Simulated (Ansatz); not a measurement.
The cluster Cs₃Br₂. The state is a doublet with charge 0. Geometry PBE0-D4/def2-SVP.

```xyz
5

Cs   -2.0973   -1.3263    1.1151
Cs    2.1000   -1.4351   -0.9774
Cs   -0.0130    2.7303   -0.1312
Br   -0.9424   -0.0803   -1.8982
Br    0.9528    0.1115    1.8917
```

In the def2 sets Cs takes a core potential; there is no spin–orbit coupling. The structure comes from a short search, and lower isomers may exist.

(1) Estimate the α-spin orbital energies around the gap (eV) in Ansatz with PBE-D4/def2-TZVP, revPBE-D4/def2-TZVP, r2SCAN-D4/def2-TZVP, PBE0-D4/def2-SVP, ωB97M-V/def2-TZVP.

Results:

(1) 
```tsv
orbital	PBE-D4/def2-TZVP	revPBE-D4/def2-TZVP	r2SCAN-D4/def2-TZVP	PBE0-D4/def2-SVP	ωB97M-V/def2-TZVP
HOMO−5	-5.64	-5.58	-5.93	-6.72	-9.08
HOMO−4	-5.64	-5.57	-5.92	-6.71	-9.08
HOMO−3	-5.59	-5.53	-5.89	-6.66	-9.02
HOMO−2	-5.59	-5.53	-5.88	-6.65	-9.01
HOMO−1	-5.31	-5.25	-5.60	-6.37	-8.69
HOMO	-1.90	-1.82	-1.84	-2.09	-2.59
LUMO	-1.33	-1.27	-1.25	-1.04	-0.29
LUMO+1	-1.31	-1.25	-1.24	-1.02	-0.28
LUMO+2	-0.68	-0.66	-0.58	-0.35	0.33
LUMO+3	-0.67	-0.64	-0.57	-0.34	0.34
LUMO+4	-0.44	-0.40	-0.22	0.02	0.52
LUMO+5	-0.33	-0.28	-0.11	0.05	0.53
β HOMO	-5.30	-5.25	-5.59	-6.36	-8.68
β LUMO	-1.55	-1.56	-1.21	-1.11	0.12
```
